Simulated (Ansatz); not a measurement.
Input and output for CH6ClNOSi, SMILES `N[SiH2]C(O)Cl`.

```yaml
crystal:
  periodic: [false, false, false]
  atoms:
    - {symbol: N, position_ang: [-1.405938, -0.200439, -0.557013]}
    - {symbol: Si, position_ang: [0.279195, -0.074665, -0.906845]}
    - {symbol: C, position_ang: [1.012877, 0.188925, 0.822518]}
    - {symbol: O, position_ang: [0.467481, -0.680462, 1.732502]}
    - {symbol: Cl, position_ang: [0.581949, 1.942862, 1.226270]}
    - {symbol: H, position_ang: [-1.923383, 0.636783, -0.334637]}
    - {symbol: H, position_ang: [-1.973050, -0.842152, -1.087082]}
    - {symbol: H, position_ang: [0.691050, -1.393483, -1.455281]}
    - {symbol: H, position_ang: [0.698226, 1.019803, -1.817724]}
    - {symbol: H, position_ang: [2.096494, 0.159468, 0.918639]}
    - {symbol: H, position_ang: [-0.459597, -0.813542, 1.479352]}
basis:
  gaussian: {orbitals: cc-pVTZ-DK}
total_charge: -1
magnetization: {spin_polarized: true, initial_magnetization: 1}
hamiltonian: {xc: {name: B97M-V}}
accuracy: high
output: {forces: true}
```

```sh
$ ansatz run in.yaml --threads 4 --pin off --events-out ev --progress --plain --max-ram 10444MiB
```

Shortened log:

```
Functional definition: B97M-V
  name "B97M-V"
  cite "Mardirossian & Head-Gordon, J. Chem. Phys. 142, 074111 (2015) doi:10.1063/1.4907719"
  cite "Becke, J. Chem. Phys. 107, 8554 (1997) doi:10.1063/1.475007"
  cite "Vydrov & Van Voorhis, J. Chem. Phys. 133, 244103 (2010) doi:10.1063/1.3521275"
  # Of w^i u^j: cxij and so on, Table III.
  parameter cx00 = 1.000
  parameter cx01 = 1.308
  parameter cx02 = 1.901
  parameter cx10 = 0.416
  parameter cx11 = 3.070
  parameter css00 = 1.000
  parameter css02 = -1.855
  parameter css10 = -5.668
  parameter css32 = -20.497
  parameter css42 = -20.364
  parameter cos00 = 1.000
  parameter cos01 = 1.573
  parameter cos03 = -6.298
  parameter cos10 = 2.535
  parameter cos32 = -6.427
  parameter b = 6.0
  parameter c = 0.01
  gx(w, u) = cx00 + cx01*u + cx02*u^2 + (cx10 + cx11*u)*w
  gss(w, u) = css00 + css02*u^2 + css10*w + (css32*w^3 + css42*w^4)*u^2
  gos(w, u) = cos00 + cos01*u + cos03*u^3 + cos10*w + cos32*w^3*u^2
  exchange = spin_sum(e_x_unif_s*gx(b97_w, b97_u_x))
  correlation = spin_sum(e_c_pw_mod_same_spin*gss(b97_w, b97_u_same))
      + integral(e_c_pw_mod_opposite_spin*gos(b97_w_opposite, b97_u_opposite)) + vv10(b, c)
4356 factors; integrals over basis functions are off by at most 3.8e-9 eV
mean field evaluation 1: about -25119.6639 eV, gradient 3.7e1 eV
mean field evaluation 2: about -25106.2300 eV, gradient 6.2e1 eV
mean field evaluation 4: about -25124.4508 eV, gradient 9.6e0 eV
mean field evaluation 8: about -25125.1138 eV, gradient 3.7e-1 eV
mean field evaluation 16: about -25125.1147 eV, gradient 1.2e-3 eV
mean field -25125.11473251 eV, -923.3309360051 hartree, gradient 7.8e-8 eV, S^2 0.752048; 1 other end points of the search recorded, 0 dependent functions left out
the calculation of the forces begins
reference -25125.11473865 eV, -923.3309362308 hartree; 30, 29 occupied and 212, 213 virtual orbitals, 4356 factors
Total energy: -25125.11473865 eV, -923.3309362308 hartree
Relativity: scalar
Atom 0 at    -1.405938    -0.200439    -0.557013 Å, force    -0.214847    -0.208760     0.601741 eV/Å
Atom 1 at     0.279195    -0.074665    -0.906845 Å, force     1.071578    -0.041798    -0.300651 eV/Å
Atom 2 at     1.012877     0.188925     0.822518 Å, force     0.142204    -1.292025    -1.104629 eV/Å
Atom 3 at     0.467481    -0.680462     1.732502 Å, force    -0.008839    -0.674720     0.891866 eV/Å
Atom 4 at     0.581949     1.942862     1.226270 Å, force    -0.255719     2.262014     0.773257 eV/Å
Atom 5 at    -1.923383     0.636783    -0.334637 Å, force    -0.187933     0.219043     0.009115 eV/Å
Atom 6 at    -1.973050    -0.842152    -1.087082 Å, force    -0.184726    -0.185054    -0.262047 eV/Å
Atom 7 at     0.691050    -1.393483    -1.455281 Å, force    -0.189610    -0.272059    -0.191727 eV/Å
Atom 8 at     0.698226     1.019803    -1.817724 Å, force     0.082098     0.113311    -0.140863 eV/Å
Atom 9 at     2.096494     0.159468     0.918639 Å, force    -0.225712     0.038287    -0.053501 eV/Å
Atom 10 at    -0.459597    -0.813542     1.479352 Å, force    -0.028493     0.041760    -0.222562 eV/Å
Dipole moment:     0.054530     0.058093     0.357686 e Å
```

It took 93 s on 4 threads of an Arm Neoverse V2 on a shared host, with 2.5 GiB of host memory at the peak.
